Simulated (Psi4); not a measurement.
H3Ga, charge -1, doublet, at a GFN2-xTB geometry (such geometries of metal compounds can be far from the true shape) (a state made from the parent by changing its charge; the spin is typed, not shown lowest) (a gas-phase anion, which may not be bound at this level); B3LYP/STO-3G run with Psi4.

Input for Psi4:
```
memory 2 GB

molecule {
-1 2
Ga    0.00000000    0.00000000    0.00000000
H     0.49439046   -0.32091198    1.01603804
H    -0.22367687    1.13344696   -0.21214702
H    -0.27071358   -0.81253499   -0.80389102
}

set {
  basis sto-3g
  reference uks
}

energy('b3lyp')
print_variables()
```

Q: Predict the main parts of the log of this Psi4 run.

A: 
```
   => Loading Basis Set <=

    Name: STO-3G
    Role: ORBITAL
    Keyword: BASIS

         ---------------------------------------------------------
                                   SCF
               by Justin Turney, Rob Parrish, Andy Simmonett
                          and Daniel G. A. Smith
                              UKS Reference
         ---------------------------------------------------------

  ==> Geometry <==

    Molecular point group: cs
    Full point group: C1h

    Geometry (in Angstrom), charge = -1, multiplicity = 2:

       Center              X                  Y                   Z               Mass
    ------------   -----------------  -----------------  -----------------  -----------------
         GA          -0.000000000129     0.000000000149     0.000000000000    68.925573500000
         H            0.061989569664    -0.584031016042     1.017253552392     1.007825032230
         H           -0.123979130496     1.168062021890     0.000000000000     1.007825032230
         H            0.061989569664    -0.584031016042    -1.017253552392     1.007825032230

  Running in cs symmetry.

  Rotational constants: A =      8.08208  B =      8.08208  C =      4.04104 [cm^-1]
  Rotational constants: A = 242294.54260  B = 242294.54249  C = 121147.27127 [MHz]
  Nuclear repulsion =   42.677550852931468

  Charge       = -1
  Multiplicity = 2
  Electrons    = 35
  Nalpha       = 18
  Nbeta        = 17

  ==> Algorithm <==

  SCF Algorithm Type is DF.
  DIIS enabled.
  MOM disabled.
  Fractional occupation disabled.
  Guess Type is SAD.
  Energy threshold   = 1.00e-06
  Density threshold  = 1.00e-06
  Integral threshold = 1.00e-12

  ==> Primary Basis <==

  Basis Set: STO-3G
    Blend: STO-3G
    Number of shells: 11
    Number of basis functions: 21
    Number of Cartesian functions: 22
    Spherical Harmonics?: true
    Max angular momentum: 2

  ==> DFT Potential <==

   => LibXC <=

    Version 7.1.2
    S. Lehtola, C. Steigemann, M. J. T. Oliveira, and M. A. L. Marques,  SoftwareX 7, 1–5 (2018) (10.1016/j.softx.2017.11.002)

   => Composite Functional: B3LYP <=

    B3LYP Hyb-GGA Exchange-Correlation Functional

    P. J. Stephens, F. J. Devlin, C. F. Chabalowski, and M. J. Frisch,  J. Phys. Chem. 98, 11623 (1994) (10.1021/j100096a001)

    Deriv               =              1
    GGA                 =           TRUE
    Meta                =          FALSE

    Exchange Hybrid     =           TRUE
    MP2 Hybrid          =          FALSE

   => Exchange Functionals <=

    0.0800   Slater exchange
    0.7200         Becke 88

   => Exact (HF) Exchange <=

    0.2000               HF

   => Correlation Functionals <=

    0.1900   Vosko, Wilk & Nusair (VWN5_RPA)
    0.8100   Lee, Yang & Parr

   => LibXC Density Thresholds  <==

    XC_HYB_GGA_XC_B3LYP:  1.00E-15

   => Molecular Quadrature <=

    Radial Scheme          =       TREUTLER
    Pruning Scheme         =           NONE
    Nuclear Scheme         =       TREUTLER

    Blocking Scheme        =         OCTREE
    BS radius alpha        =              1
    Pruning alpha          =              1
    Radial Points          =             75
    Spherical Points       =            302
    Total Points           =          85622
    Total Blocks           =            705
    Max Points             =            249
    Max Functions          =             21
    Weights Tolerance      =       1.00E-15

   => Loading Basis Set <=

    Name: (STO-3G AUX)
    Role: JKFIT
    Keyword: DF_BASIS_SCF

  ==> Integral Setup <==

  SCF_SUBTYPE=INCORE selected. In-core MEM_DF algorithm will be used.
  Using in-core AOs.

  ==> MemDFJK: Density-Fitted J/K Matrices <==

    J tasked:                   Yes
    K tasked:                   Yes
    wK tasked:                   No
    Algorithm:                 Core
    Schwarz Cutoff:           1E-12
    Mask sparsity (%):       0.0000
    Fitting Condition:        1E-10

   => Auxiliary Basis Set <=

  Basis Set: (STO-3G AUX)
    Blend: DEF2-UNIVERSAL-JKFIT
    Number of shells: 78
    Number of basis functions: 320
    Number of Cartesian functions: 431
    Spherical Harmonics?: true
    Max angular momentum: 5

  Minimum eigenvalue in the overlap matrix is 1.7123152600E-01.
  Reciprocal condition number of the overlap matrix is 8.2419272206E-02.
    Using symmetric orthogonalization.

  ==> Pre-Iterations <==

  SCF Guess: Superposition of Atomic Densities via on-the-fly atomic UHF (no occupation information).

   -------------------------
    Irrep   Nso     Nmo
   -------------------------
     A'        15      15
     A"         6       6
   -------------------------
    Total      21      21
   -------------------------

  ==> Iterations <==

                           Total Energy        Delta E     RMS |[F,P]|

   @DF-UKS iter SAD: -1902.30198647184898   -1.90230e+03   0.00000e+00
    Occupation by irrep:
             Ap   App
    DOCC [    13,    4 ]
    SOCC [     0,    1 ]
    NA   [    13,    5 ]
    NB   [    13,    4 ]

   @DF-UKS iter   1: -1903.40410159370754   -1.10212e+00   3.99811e-02 ADIIS/DIIS
   @DF-UKS iter   2: -1897.29254259579102    6.11156e+00   2.69573e-01 ADIIS
    Occupation by irrep:
             Ap   App
    DOCC [    12,    5 ]
    SOCC [     1,    0 ]
    NA   [    13,    5 ]
    NB   [    12,    5 ]

   @DF-UKS iter   3: -1903.13288435159757   -5.84034e+00   8.04932e-02 ADIIS/DIIS
   @DF-UKS iter   4: -1903.90680339291839   -7.73919e-01   1.47797e-02 ADIIS/DIIS
   @DF-UKS iter   5: -1903.94244087379980   -3.56375e-02   3.20496e-03 ADIIS/DIIS
   @DF-UKS iter   6: -1903.94397265910447   -1.53179e-03   6.85883e-04 ADIIS/DIIS
   @DF-UKS iter   7: -1903.94404712098640   -7.44619e-05   2.30308e-05 DIIS
   @DF-UKS iter   8: -1903.94404726702123   -1.46035e-07   7.54528e-06 DIIS
   @DF-UKS iter   9: -1903.94404727643359   -9.41236e-09   1.00466e-06 DIIS
   @DF-UKS iter  10: -1903.94404727661367   -1.80080e-10   2.10441e-07 DIIS
  Energy and wave function converged.

  ==> Post-Iterations <==

   Electrons on quadrature grid:
      Nalpha   =   17.9999994574 ; deviation = -5.426e-07
      Nbeta    =   16.9999995309 ; deviation = -4.691e-07
      Ntotal   =   34.9999989884 ; deviation = -1.012e-06

   @Spin Contamination Metric:   1.899751809E-03
   @S^2 Expected:                7.500000000E-01
   @S^2 Observed:                7.518997518E-01
   @S   Expected:                5.000000000E-01
   @S   Observed:                5.000000000E-01

    Orbital Energies [Eh]
    ---------------------

    Alpha Occupied:

       1Ap  -368.503891     2Ap   -44.462187     3Ap   -40.257188
       1App  -40.257188     4Ap   -40.245857     5Ap    -4.819457
       2App   -3.144141     6Ap    -3.144140     7Ap    -3.118626
       8Ap    -0.208414     3App   -0.075204     9Ap    -0.075204
      10Ap     0.121847    11Ap     0.127608     4App    0.127608
       5App    0.151284    12Ap     0.151284    13Ap     0.189959

    Alpha Virtual:

      14Ap     0.756521    15Ap     0.826711     6App    0.826711

    Beta Occupied:

       1Ap  -368.502988     2Ap   -44.461982     3Ap   -40.257212
       1App  -40.257212     4Ap   -40.243977     5Ap    -4.818726
       6Ap    -3.144804     2App   -3.144804     7Ap    -3.114141
       8Ap    -0.190837     3App   -0.073923     9Ap    -0.073923
      10Ap     0.128155    11Ap     0.132007     4App    0.132007
      12Ap     0.153072     5App    0.153073

    Beta Virtual:

      13Ap     0.309456    14Ap     0.782154     6App    0.835900
      15Ap     0.835900

    Final Occupation by Irrep:
             Ap   App
    DOCC [    12,    5 ]
    SOCC [     1,    0 ]
    NA   [    13,    5 ]
    NB   [    12,    5 ]

  @DF-UKS Final Energy: -1903.94404727661367

   => Energetics <=

    Nuclear Repulsion Energy =             42.6775508529314678
    One-Electron Energy =               -2754.8479186171271067
    Two-Electron Energy =                 869.9044823981382706
    DFT Exchange-Correlation Energy =     -61.6781619105561560
    Empirical Dispersion Energy =           0.0000000000000000
    VV10 Nonlocal Energy =                  0.0000000000000000
    Total Energy =                      -1903.9440472766136736

  UHF NO Occupations:
  HONO-2 :   11 Ap 1.9998697
  HONO-1 :   12 Ap 1.9993104
  HONO-0 :   13 Ap 1.0000000
  LUNO+0 :   14 Ap 0.0006896
  LUNO+1 :   15 Ap 0.0001303
  LUNO+2 :    6App 0.0001302

Computation Completed

Properties will be evaluated at   0.000000,   0.000000,   0.000000 [a0]

Properties computed using the SCF density matrix

 Multipole Moments:

 ------------------------------------------------------------------------------------
     Multipole            Electronic (a.u.)      Nuclear  (a.u.)        Total (a.u.)
 ------------------------------------------------------------------------------------

 L = 1.  Multiply by 2.5417464519 to convert [e a0] to [Debye]
 Dipole X            :          0.0000001            0.0000000            0.0000001
 Dipole Y            :         -0.0000009           -0.0000000           -0.0000010
 Dipole Z            :          0.0000000            0.0000000            0.0000000
 Magnitude           :                                                    0.0000010

 ------------------------------------------------------------------------------------

  Variable Map:
  ----------------------------------------------------------------------------
  "CURRENT ENERGY"              =>   -1903.944047276614
  "CURRENT REFERENCE ENERGY"    =>   -1903.944047276614
  "DD SOLVATION ENERGY"         =>       0.000000000000
  "DFT FUNCTIONAL TOTAL ENERGY" =>   -1903.944047276614
  "DFT TOTAL ENERGY"            =>   -1903.944047276614
  "DFT VV10 ENERGY"             =>       0.000000000000
  "DFT XC ENERGY"               =>     -61.678161910556
  "GRID ELECTRONS ALPHA"        =>      17.999999457438
  "GRID ELECTRONS BETA"         =>      16.999999530936
  "GRID ELECTRONS TOTAL"        =>      34.999998988374
  "NUCLEAR REPULSION ENERGY"    =>      42.677550852931
  "ONE-ELECTRON ENERGY"         =>   -2754.847918617127
  "PCM POLARIZATION ENERGY"     =>       0.000000000000
  "PE ENERGY"                   =>       0.000000000000
  "SCF ITERATION ENERGY"        =>   -1903.944047276614
  "SCF ITERATIONS"              =>      10.000000000000
  "SCF TOTAL ENERGY"            =>   -1903.944047276614
  "TWO-ELECTRON ENERGY"         =>     869.904482398138
  "XC GRID RADIAL POINTS"       =>      75.000000000000
  "XC GRID SPHERICAL POINTS"    =>     302.000000000000
  "XC GRID TOTAL POINTS"        =>   85622.000000000000

  Array Variable Map:
  ----------------------------------------------------------------------------
  "CURRENT DIPOLE"              =>       0.000000102641 ... 0.000000000000 1 by 3
  "SCF DIPOLE"                  =>       0.000000102641 ... 0.000000000000 1 by 3
  "SCF TOTAL ENERGIES"          =>   -1902.301986471849 ... -1903.944047276614 1 by 11
```
